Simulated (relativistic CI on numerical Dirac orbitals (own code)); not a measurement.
## Radial parameters of Pt³²⁺

Method of calculation: Dirac-Coulomb-Breit CI, KLI orbitals optimised for each configuration, QED by a radiative potential, unscaled Slater integrals (own radial code, finite nucleus).

Slater integrals F^k, G^k are unscaled and averaged over j, outside the closed core [Ar] 3d10; ζ comes from projecting the Hamiltonian with its Breit term on Σ l·s of the shell.

- 4s2 4p6 4d9 4f: ζ(4d) = 69975, F^2(4d,4f) = 244280, F^4(4d,4f) = 159100, G^1(4d,4f) = 255460, G^3(4d,4f) = 174850, G^5(4d,4f) = 128080, ζ(4f) = 12424 cm⁻¹; <r>(4d) = 0.4122, <r^2>(4d) = 0.1943, <r>(4f) = 0.3914, <r^2>(4f) = 0.1747 (bohr units).
- 4s2 4p5 4d10 4f: ζ(4p) = 582830, F^2(4p,4f) = 249390, G^2(4p,4f) = 202100, G^4(4p,4f) = 147260, ζ(4f) = 12383 cm⁻¹; <r>(4p) = 0.4061, <r^2>(4p) = 0.1869, <r>(4f) = 0.3915, <r^2>(4f) = 0.1748 (bohr units).
- 4s 4p6 4d10 4f: G^3(4s,4f) = 178710, ζ(4f) = 12534 cm⁻¹; <r>(4s) = 0.3908, <r^2>(4s) = 0.1719, <r>(4f) = 0.3913, <r^2>(4f) = 0.1746 (bohr units).

Averages of the first 10 configurations, taken without configuration mixing, which lowers the lowest level and can move excited configurations by several eV; other configurations of the list can lie among them:

```json
{"Configuration": "4s2 4p6 4d10", "Parity": "even", "States": "1", "Average energy above the lowest level (eV)": "0.1"}
{"Configuration": "4s2 4p6 4d9 4f", "Parity": "odd", "States": "140", "Average energy above the lowest level (eV)": "232.3"}
{"Configuration": "4s2 4p5 4d10 4f", "Parity": "even", "States": "84", "Average energy above the lowest level (eV)": "478.1"}
{"Configuration": "4s 4p6 4d10 4f", "Parity": "odd", "States": "28", "Average energy above the lowest level (eV)": "669.6"}
{"Configuration": "4s2 4p6 4d9 5s", "Parity": "even", "States": "20", "Average energy above the lowest level (eV)": "443.6"}
{"Configuration": "4s2 4p6 4d9 5p", "Parity": "odd", "States": "60", "Average energy above the lowest level (eV)": "520.9"}
{"Configuration": "4s2 4p6 4d9 5d", "Parity": "even", "States": "100", "Average energy above the lowest level (eV)": "620.1"}
{"Configuration": "4s2 4p5 4d10 5s", "Parity": "odd", "States": "12", "Average energy above the lowest level (eV)": "690.4"}
{"Configuration": "4p6 4d10 4f2", "Parity": "even", "States": "91", "Average energy above the lowest level (eV)": "1341.9"}
{"Configuration": "4p6 4d9 4f3", "Parity": "odd", "States": "3640", "Average energy above the lowest level (eV)": "1574.7"}
```
